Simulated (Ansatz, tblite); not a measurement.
Cost and result up the ladder for PAsAsAs tetrahedron (As₃P) (4 atoms). Charge 0, multiplicity 1. Geometry: r2SCAN-D4/def2-SVP.

```csv
atom,x (Å),y (Å),z (Å)
P1,0.559,-0.879,0.937
As2,-0.237,1.302,0.664
As3,-1.276,-0.578,-0.480
As4,0.954,0.155,-1.121
```

Ansatz on 4 threads of Arm Neoverse V2 on a shared host; xTB runs through tblite on one thread. Times are rough, summed over both states, and most runs start from the orbitals of an earlier one. PBE0-D4/def2-TZVP serves as the yardstick here, not as an exact answer. The other state is a doublet.

The xTB rows come from tblite. HOMO above LUMO, or a gap near zero within one spin, warns that the state may not be the lowest or that an electron is smeared out.

Raw xTB energies of ions are shifted by several eV.

```json
{"level": "GFN2-xTB", "functions": "36", "wall time": "0.007 s", "vertical IE (eV)": "12.46", "difference from PBE0-D4/def2-TZVP (eV)": "3.46", "remarks": "–"}
{"level": "GFN1-xTB", "functions": "36", "wall time": "0.008 s", "vertical IE (eV)": "14.11", "difference from PBE0-D4/def2-TZVP (eV)": "5.11", "remarks": "–"}
{"level": "PBE-D4/def2-TZVP", "functions": "181", "wall time": "10 s", "vertical IE (eV)": "8.88", "difference from PBE0-D4/def2-TZVP (eV)": "-0.12", "remarks": "gap within one spin near zero (+1 doublet)"}
{"level": "PBE0-D4/def2-TZVP", "functions": "181", "wall time": "18 s", "vertical IE (eV)": "9.00", "difference from PBE0-D4/def2-TZVP (eV)": "0.00", "remarks": "–"}
{"level": "r2SCAN-D4/def2-TZVP", "functions": "181", "wall time": "29 s", "vertical IE (eV)": "9.03", "difference from PBE0-D4/def2-TZVP (eV)": "0.03", "remarks": "–"}
```
